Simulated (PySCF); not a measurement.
## Atomic charges by several schemes

Compound: C₅H₄Cl₂O₂.
Geometry (PBE0-D3(BJ)/def2-SVP, Å), atoms numbered from 1 in this order:
```
atom  x, y, z in Å
C1     2.9577    0.4144   -0.2914
O2     1.5421    0.5215   -0.3104
C3     0.8843   -0.4870    0.2549
O4     1.4004   -1.4472    0.7612
C5    -0.5531   -0.2842    0.1850
C6    -1.7596   -0.1817    0.1685
C7    -3.2028   -0.0745    0.1488
Cl8   -3.7873    0.2363   -1.5069
Cl9   -3.7455    1.1909    1.2818
H10    3.3380    1.3196   -0.7772
H11    3.2876   -0.4812   -0.8382
H12    3.3293    0.3475    0.7415
H13   -3.6753   -1.0095    0.4762
```

Density: PBE0/pcSseg-1 (PySCF); schemes: Mulliken, IAO, Hirshfeld and ESP-fitted. Geometry: PBE0-D3(BJ)/def2-SVP, one conformer, isolated molecule.

Task: Give the atomic charges in each scheme.

Result: In e; atoms taken as equivalent share a row and are averaged (×n: the atom named and its like, n in all):

| atom | environment | Mulliken | IAO | Hirshfeld | ESP-fitted |
| --- | --- | --- | --- | --- | --- |
| C1 | methoxy carbon | -0.033 | -0.212 | -0.029 | -0.236 |
| O2 | ester single-bonded oxygen | -0.446 | -0.316 | -0.093 | -0.322 |
| C3 | ester carbonyl carbon | +0.303 | +0.515 | +0.218 | +1.068 |
| O4 | ester carbonyl oxygen | -0.379 | -0.431 | -0.240 | -0.556 |
| C5 | alkyne carbon | +0.076 | -0.049 | -0.035 | -0.664 |
| C6 | alkyne carbon | +0.243 | -0.010 | -0.036 | +0.482 |
| C7 | CHCl2 carbon | -0.335 | -0.106 | +0.048 | -0.566 |
| Cl8/Cl9 | alkyl chlorine | -0.026 | -0.039 | -0.032 | +0.026 |
| H10/H11/H12 | methyl hydrogen | +0.132 | +0.159 | +0.055 | +0.137 |
| H13 | methine hydrogen | +0.227 | +0.210 | +0.067 | +0.331 |

Mean size of the charges over all atoms: ESP-fitted 0.361 e, Mulliken 0.191 e, IAO 0.185 e, Hirshfeld 0.077 e. Each set sums to the total charge, 0, to within 0.001 e. The IAO scheme counts the electrons in orthogonalised intrinsic atomic orbitals, a minimal basis polarised so that it spans the occupied orbitals exactly. The Mulliken scheme gives each basis function's population to the atom it is centred on and halves the overlap population of two atoms between them.

Some averages cover members that differ in this geometry: H10/H11/H12, ESP-fitted +0.126 to +0.160 e.

Lowest charge. The schemes don't all agree: Mulliken O2 (-0.446); IAO O4 (-0.431); Hirshfeld O4 (-0.240); ESP-fitted C5 (-0.664).

Highest charge. All schemes agree: Mulliken C3 (+0.303); IAO C3 (+0.515); Hirshfeld C3 (+0.218); ESP-fitted C3 (+1.068).

Task: How closely do the schemes follow one another over all atoms?

Result: Correlation coefficient and root-mean-square difference: IAO with Hirshfeld 0.93, 0.148 e; Mulliken with IAO 0.84, 0.133 e; IAO with ESP-fitted 0.82, 0.301 e; Mulliken with ESP-fitted 0.76, 0.322 e; Hirshfeld with ESP-fitted 0.70, 0.398 e; Mulliken with Hirshfeld 0.68, 0.182 e.

Task: Sum the charges by element.

Result: 
```json
{"element": "C", "atoms": "5", "Mulliken": "+0.254", "IAO": "+0.138", "Hirshfeld": "+0.166", "ESP-fitted": "+0.083"}
{"element": "O", "atoms": "2", "Mulliken": "-0.825", "IAO": "-0.747", "Hirshfeld": "-0.333", "ESP-fitted": "-0.878"}
{"element": "Cl", "atoms": "2", "Mulliken": "-0.051", "IAO": "-0.077", "Hirshfeld": "-0.064", "ESP-fitted": "+0.053"}
{"element": "H", "atoms": "4", "Mulliken": "+0.623", "IAO": "+0.687", "Hirshfeld": "+0.232", "ESP-fitted": "+0.742"}
```

These values come from a run that also computed NMR shieldings. Hardware: Arm Neoverse V1, one thread, on a shared host. Cost: 25 s of wall time.
